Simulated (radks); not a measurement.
Question: The arsenic anion As3-, [Kr], held by a Watson sphere: a shell of charge +3 at radius R that stands for the Madelung well of a crystal (potential energy -3/R inside, -3/r outside, in hartree with lengths in bohr). Method: scalar-relativistic Kohn-Sham, r2SCAN, spin-unpolarised, spherical densities, finite nucleus; meta-GGA in the generalised Kohn-Sham scheme; Fermi nuclear charge, rms radius of each element as measured or else 0.836 A^(1/3) + 0.57 fm; computed with a radial shooting solver on a logarithmic mesh with Libxc functionals.

R (bohr)  e(3d) (eV)  e(4s) (eV)  e(4p) (eV)  <r> 4p (bohr)  sum of <r^2> (bohr^2)  X-ray form factor at sin(theta)/lambda = 0.2 1/angstrom
2.82         -39.016     -15.333      -6.719          2.657                  68.89                                                   26.202
2.89         -38.928     -15.126      -6.579          2.685                  70.08                                                   26.178
3.58         -38.312     -13.462      -5.317          2.955                  82.10                                                   26.053
4.76         -37.670     -11.825      -3.734          3.391                  104.6                                                   26.080
4.82         -37.645     -11.771      -3.672          3.412                  105.8                                                   26.083
5.15         -37.520     -11.505      -3.355          3.529                  112.8                                                   26.103

Estimate the row for R = 4.92 bohr.

Answer: e(3d) (eV) -37.605; e(4s) (eV) -11.684; e(4p) (eV) -3.571; <r> 4p (bohr) 3.448; sum of <r^2> (bohr^2) 107.9; X-ray form factor at sin(theta)/lambda = 0.2 1/angstrom 26.089.
